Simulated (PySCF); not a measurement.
Compound: C4H8O3Si.
Z-matrix (Å and degrees, PBE0-D3(BJ)/def2-SVP geometry), rows numbered from 1:
```
C 
C   1  1.3286
O   2  1.3698  1  120.61
C   3  1.3553  2  118.47  1  -179.98
O   4  1.1930  3  124.76  2    -0.21
C   4  1.5113  3  108.68  2   179.91
O   6  1.3824  4  110.16  3  -179.45
Si  7  1.6674  6  125.15  4  -178.43
H   1  1.0903  2  119.59  3  -179.91
H   1  1.0920  2  121.39  3     0.11
H   2  1.0927  1  125.14  3   179.95
H   6  1.1082  4  107.14  3   -56.20
H   6  1.1085  4  107.09  3    57.28
H   8  1.4965  7  110.45  6   -60.64
H   8  1.4851  7  106.27  6   179.34
H   8  1.4965  7  110.39  6    59.31
```

Computed with PySCF at PBE0/def2-SVPD, non-relativistic, on one gas-phase PBE0-D3(BJ)/def2-SVP geometry that isn't relaxed in the solvent. The solvent is an IEF-PCM continuum (cavity from Bondi-type radii × 1.2), and excitations are vertical TDDFT with non-equilibrium linear response and a frozen core. Only the electrostatic response of the medium enters.

Gas-phase singlets (H = HOMO, L = LUMO):

```csv
state,E (eV),λ (nm),f,leading configurations
S1,5.818,213,0.001,"H-1→L 87%, H-1→L+3 9%"
S2,6.178,201,0.343,H→L 92%
S3,6.726,184,0.005,"H→L+1 86%, H-2→L+1 10%"
S4,6.971,178,0.018,H-2→L 93%
S5,7.059,176,0.004,"H-2→L+1 74%, H→L+2 10%"
```

What are the lowest 5 singlets in dichloromethane (ε = 8.93)?

```json
{"state": "S1", "E (eV)": "5.964", "λ (nm)": "208", "f": "0.001", "leading configurations": "H-2→L 87%, H-2→L+2 8%", "change by rank (eV)": "+0.146"}
{"state": "S2", "E (eV)": "6.021", "λ (nm)": "206", "f": "0.417", "leading configurations": "H→L 95%", "change by rank (eV)": "-0.157"}
{"state": "S3", "E (eV)": "6.825", "λ (nm)": "182", "f": "0.010", "leading configurations": "H→L+1 76%, H-1→L+1 15%", "change by rank (eV)": "+0.099"}
{"state": "S4", "E (eV)": "6.841", "λ (nm)": "181", "f": "0.029", "leading configurations": "H-1→L 92%", "change by rank (eV)": "-0.130"}
{"state": "S5", "E (eV)": "7.111", "λ (nm)": "174", "f": "0.011", "leading configurations": "H-1→L+1 66%, H→L+3 14%", "change by rank (eV)": "+0.052"}
```

How does the list change in acetonitrile (ε = 35.69)?

```
state  E (eV)  λ (nm)      f  leading configurations  change by rank (eV)
   S1   5.992     207  0.001               H-2→L 86%               +0.174
   S2   6.026     206  0.405                 H→L 95%               -0.152
   S3   6.829     182  0.026    H-1→L 80%, H→L+1 12%               +0.103
   S4   6.835     181  0.013    H→L+1 66%, H-1→L 15%               -0.136
   S5   7.120     174  0.011  H-1→L+1 66%, H→L+3 15%               +0.061
```

The ground-state energy changes by -0.279 eV from gas to acetonitrile. By how much does the total energy of gas-phase S2 change?

E(S2) = E(S0) + excitation energy, so it changes by -0.279 − 0.152 = -0.431 eV: it is lowered more than the ground state, which is what a red shift means. This is the vertical state, with the slow part of the continuum still set for S0.

How do the frontier levels move from gas to acetonitrile?

```tsv
orbital	gas (eV)	solvent (eV)	change (eV)	Löwdin shares, gas	Löwdin shares, solvent
LUMO+2	0.60	0.70	+0.10	Si8 41 %, H15 10 %, H16 9 %, H14 9 %	C2 26 %, C1 19 %, O3 14 %, O5 11 %
LUMO+1	-0.06	0.13	+0.19	Si8 36 %, H14 11 %, H16 11 %, C6 10 %	Si8 35 %, O7 11 %, H14 10 %, H16 10 %
LUMO	-0.61	-0.62	-0.01	C4 26 %, O5 19 %, C1 17 %, C2 14 %	C4 28 %, O5 20 %, C1 16 %, C2 12 %
HOMO	-7.50	-7.47	+0.03	C1 37 %, C2 27 %, O3 19 %, O5 4 %	C1 36 %, C2 28 %, O3 18 %
HOMO-1	-8.49	-8.46	+0.03	O5 59 %, C6 10 %, C4 10 %, O3 8 %	O7 46 %, Si8 14 %, C6 9 %, H14 9 %
HOMO-2	-8.58	-8.66	-0.08	O7 48 %, Si8 13 %, C6 9 %, H14 8 %	O5 54 %, C6 12 %, C4 10 %, O3 8 %
HOMO-3	-9.38	-9.31	+0.07	O7 35 %, Si8 22 %, H15 14 %, H16 7 %	O7 28 %, Si8 25 %, H15 17 %, H16 8 %
```

The HOMO–LUMO gap goes from 6.89 to 6.85 eV. Rows go by rank; for HOMO-2, HOMO-1 and LUMO+2 the atom shares or the degeneracy differ between the runs, so the row needn't follow one orbital.

The run took 29 s on one thread, Intel Xeon 6975P-C (x86_64), shared host with 192 logical CPUs at a one-minute load of 28, and the process peaked at 1.2 GiB of memory. This is the whole response run at PBE0/def2-SVPD in acetonitrile, SCF included.
